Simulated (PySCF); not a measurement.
Computed with PBE-D3(BJ)/def2-TZVP // BP86-D3(BJ)/def2-SVP (PySCF 2.14.0). All species are isolated molecules in the gas phase. One relaxed conformer stands for a flexible species; it need not be the lowest. 

Reference species: [Zn(OH)2] (neutral, multiplicity 1).

The HOMO is -6.76 eV and the coordination number is 2. The charge on the central atom (Mulliken) is 0.50 e.

Changed species: [Zn(Br)2] (2 of 2 OH replaced by Br; the reference has 0 of 2 OH replaced by Br).

### Question
Give the shifts of the HOMO, coordination number and charge on the central atom (Mulliken).

### Answer
the HOMO drops by 0.55 eV, to -7.31 eV; the coordination number stays essentially unchanged; the charge on the central atom (Mulliken) falls by 0.04 e, to 0.46 e.
